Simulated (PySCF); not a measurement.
Atom-mapped SMILES (the numbers label the heavy atoms): `[CH3:1][Si:2]([CH3:3])([Cl:4])[Si:5]([Cl:6])([Cl:7])[Cl:8]` (H(Xn): hydrogen on atom n).

PySCF 2.14.0 with density-fitted response routines calculation with GFN2-xTB structure and shielding tensors at PBE0/pcSseg-1 (GIAO); rapidly exchanging positions averaged, non-relativistic, single conformer, in vacuum.

References, each an isolated molecule treated in the same way: ¹³C and ¹H and ²⁹Si against TMS; ³⁵Cl against HCl.

```json
{"atoms": "C1/C3", "nucleus": "¹³C", "count": "2", "δ (ppm)": "?"}
{"atoms": "Cl4", "nucleus": "³⁵Cl", "count": "1", "δ (ppm)": "-15"}
{"atoms": "Cl6/Cl7/Cl8", "nucleus": "³⁵Cl", "count": "3", "δ (ppm)": "?"}
{"atoms": "H(C1)/H(C3)", "nucleus": "¹H", "count": "6", "δ (ppm)": "0.54"}
{"atoms": "Si2", "nucleus": "²⁹Si", "count": "1", "δ (ppm)": "15.9"}
{"atoms": "Si5", "nucleus": "²⁹Si", "count": "1", "δ (ppm)": "29.5"}
```

Estimate the values marked ?.

## Answers


- C1/C3: 3.5 ppm, methyl carbon bonded to Si; an electropositive neighbour leaves it electron-rich and shielded
- Cl6/Cl7/Cl8: 143 ppm, chlorine bonded to Si

Shifts are as computed. Against solution values, carbons near 30 ppm lie about +3 ppm off and those near 130 ppm about +5 ppm. Of 1211 compounds with measured shifts, 218 miss one by over three times the rms of a fit or turn the order of signals round; such compounds aren't used in these exercises.
